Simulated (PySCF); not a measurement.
# Ruthenium: a sound run and one with changed settings

Sound run: Ru [Kr] 4d7 5s1, Ru⁺ [Kr] 4d7. All numbers are calculated (PySCF 2.14, scalar relativity by spin-free X2C-1e, in x2c-TZVPall). The sound run starts from symmetry-adapted Hartree-Fock orbitals and uses a fine grid where one is needed.

Changed run: 26 angular points. This setting is unsound on purpose.

| species | method | sound run (hartree) | changed run (hartree) | converged |
| --- | --- | --- | --- | --- |
| Ru | UHF | -4527.98760 | -4527.98760 | yes |
| Ru | B3LYP | -4530.37565 | -4530.38542 | yes |
| Ru | TPSS | -4530.14682 | -4530.16987 | yes |
| Ru⁺ | UHF | -4527.75618 | -4527.75618 | yes |
| Ru⁺ | B3LYP | -4530.09641 | -4530.10712 | yes |
| Ru⁺ | TPSS | -4529.86965 | -4529.89356 | yes |

Ionisation energy of Ru:

```csv
method,sound run (eV),changed run (eV)
UHF,6.297,6.297
B3LYP,7.599,7.573
TPSS,7.542,7.519
```

A coarse angular grid integrates products of high-l functions wrongly, so density functionals can shift, and the SCF can exploit the error; Hartree-Fock and MP2 need no grid.

For comparison, NIST gives 7.361 eV between the lowest levels.
